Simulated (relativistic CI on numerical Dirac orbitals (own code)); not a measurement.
## Sc¹⁹⁺: sensitivity of the levels to the model

Base calculation: Dirac-Coulomb-Breit CI, KLI orbitals optimised for each configuration, model QED (radiative potential, 1s self-energy scaled to tabulated hydrogen-like ionisation energies), unscaled Slater integrals.

Configuration list: 1s2, 1s 2s, 1s 2p, 1s 3s, 1s 3p, 1s 3d, 1s 4s, 1s 4p, 1s 4d, 1s 4f, 1s 5s, 1s 5p, 1s 5d, 1s 5f, 1s 5g, 1s 6s, 1s 6p, 1s 6d. Levels of other configurations are missing.

Variants: (1) valence Slater integrals scaled by 0.9; (2) configuration mixing switched off. Shifts of the energy above 1s2 1S_0, in eV, for the lowest level and the first level of each name with at least 55 % of one term (blank where a level changes its place among those of its configuration and J or its character, or is not in the variant):

```tsv
Level	Base	Δ(1)	Δ(2)
1s2 1S_0	0.00	0.00	0.00
1s 2s 3S_1	4269.76	+0.60	+0.02
1s 2p 3P°_0	4292.23	+0.45	0.00
1s 2p 3P°_1	4293.36	+0.38	+0.01
1s 2s 1S_0	4294.25	-1.80	+0.18
1s 2p 3P°_2	4298.89	+0.44	+0.01
1s 2p 1P°_1	4314.57	-1.27	+0.10
1s 3s 3S_1	5056.04	+0.16	-0.01
1s 3p 3P°_0	5062.25	+0.12	0.00
1s 3p 3P°_1	5062.58	+0.10	-0.01
1s 3s 1S_0	5062.59	-0.47	-0.06
1s 3p 3P°_2	5064.22	+0.12	0.00
1s 3d 3D_2	5067.59	0.00	0.00
1s 3d 3D_1	5067.60	+0.01	0.00
1s 3d 3D_3	5068.24	+0.01	0.00
1s 3d 1D_2	5068.44	-0.01	0.00
1s 3p 1P°_1	5068.55	-0.35	-0.03
1s 4s 3S_1	5327.92	+0.06	-0.01
1s 4p 3P°_0	5330.47	+0.05	0.00
1s 4s 1S_0	5330.61	-0.19	-0.05
1s 4p 3P°_1	5330.62	+0.04	0.00
1s 4p 3P°_2	5331.31	+0.05	0.00
```

At this charge energies of transitions that change n are usually good to better than 1 %, and those within a shell (Δn = 0) to a few per cent.

Ionisation energy from the two ground configurations alone: base 5673.45 eV. The NIST ASD value (theoretical) is 5674.9 eV.

LS names give the leading component of a level, which can be under half, so a name can repeat, a term be missing and a line seem to break the LS rules.
